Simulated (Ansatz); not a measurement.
Reaction (cleavage of the Si–Si bond): `O[SiH2][SiH]([SiH3])S` + `[AsH3]` → `[SiH3][SiH](S)[AsH2]` + `O[SiH3]`

Computed with Ansatz on PBE0-D4/def2-TZVP structures; ΔE is electronic, products minus reactants. CCSD(T)/CBS is the MP2 limit (def2-TZVPP, def2-QZVPP) plus CCSD(T) − MP2 in def2-TZVPP, frozen cores. Functionals use def2-TZVPP. B3LYP here is the variant with VWN-RPA as its local correlation; programs differ in this. For As outer-core shells are correlated without core-valence functions, which leaves a few kJ/mol of doubt a bond. Scalar relativity is left out up to krypton. One conformer a species, not always the lowest.

```csv
level,ΔE (kcal/mol)
PBE-D4,-6.4
r2SCAN-D4,-7.5
PBE0-D4,-7.1
B3LYP-D4,-7.7
B2PLYP,-8.7
PBE,-6.6
HF/def2-TZVPP,-9.6
MP2/def2-TZVPP,-10.4
```

Problem. What does CCSD(T)/CBS give? (Estimate.)

Solution. Ansatz gave: -8.7 kcal/mol. The listed levels differ from it by 2.3, 1.2, 1.6, 1.0, 0.0, 2.1, -0.9, -1.7 kcal/mol.

Largest T1 diagnostic among the species: 0.013.
